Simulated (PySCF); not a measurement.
# Vertical excitation energies

2-bromobenzenethiol, C6H5BrS.
Structure used (PBE0-D3(BJ)/def2-SVP), in Å, numbered top down from 1:
```
atom  x, y, z in Å
S1     1.6546   -1.3181   -1.5300
C2    -0.0535   -1.1760   -1.1380
C3    -0.9025   -2.1665   -1.6592
C4    -2.2684   -2.1501   -1.4118
C5    -2.8285   -1.1382   -0.6326
C6    -2.0079   -0.1473   -0.1058
C7    -0.6350   -0.1648   -0.3546
Br8    0.4078    1.2209    0.4017
H9     2.0520   -0.2155   -0.8586
H10   -0.4677   -2.9612   -2.2706
H11   -2.8998   -2.9357   -1.8324
H12   -3.9016   -1.1168   -0.4327
H13   -2.4258    0.6535    0.5067
```

Computed with TDDFT CAM-B3LYP/def2-SVPD, vertical, gas phase, core orbitals frozen in the response in PySCF 2.14.0, density-fitted response routines. The CAM-B3LYP/def2-SVPD calculation is non-relativistic and has no spin–orbit coupling, an omission that weighs most on bromine.

Problem. What does the calculation give for the low-lying excited states?

Solution. 

```
state  E (eV)  E (hartree)       f  symmetry  main configurations (H = HOMO, L = LUMO)
   S1    4.90       0.1802   0.017        A′                  H→L (77%), H-1→L+1 (19%)
   S2    5.11       0.1879  0.0000         –      H→L+2 (73%), H→L+6 (10%), H→L+3 (8%)
   S3    5.37       0.1972   0.158        A′                  H→L+1 (86%), H-1→L (11%)
   S4    5.72       0.2103  0.0024        A″                H-1→L+2 (48%), H→L+3 (21%)
   S5    6.05       0.2223   0.016        A″   H→L+3 (37%), H-1→L+2 (24%), H→L+4 (14%)
   S6    6.18       0.2271   0.274        A′                  H-1→L+1 (70%), H→L (21%)
```

The lowest singlet comes at 253 nm (473 kJ/mol) in the ultraviolet; it is weak; its leading configuration is HOMO→LUMO (77%). The most intense listed level is S6 at 6.18 eV (201 nm, f = 0.274), 1.28 eV above S1. It is the last of those listed, so stronger ones may follow. Löwdin shares by element: HOMO sulfur 39%, carbon 36% or more (atoms not listed hold the other 25%); LUMO carbon 70% or more (atoms not listed hold the other 30%). Of the 6 states listed, 4 reach f = 0.01 and 1 stays under 0.0005. Weighted by f, the mean energy of these states is 5.85 eV. The oscillator strengths of these states sum to 0.467; summed over the whole spectrum of an exact calculation they would give the number of electrons, 92 (Thomas–Reiche–Kuhn). No computed singlet lies in the visible range (380 to 750 nm); the lowest, at 253 nm, stands 1.64 eV above its violet end (3.26 eV). Symmetry labels in Cs follow from the direction of the transition dipole and are given only for states with f of 0.002 or more. Only the lowest 6 singlets were computed, as vertical energies without vibronic structure.

One conformer stands for the species.
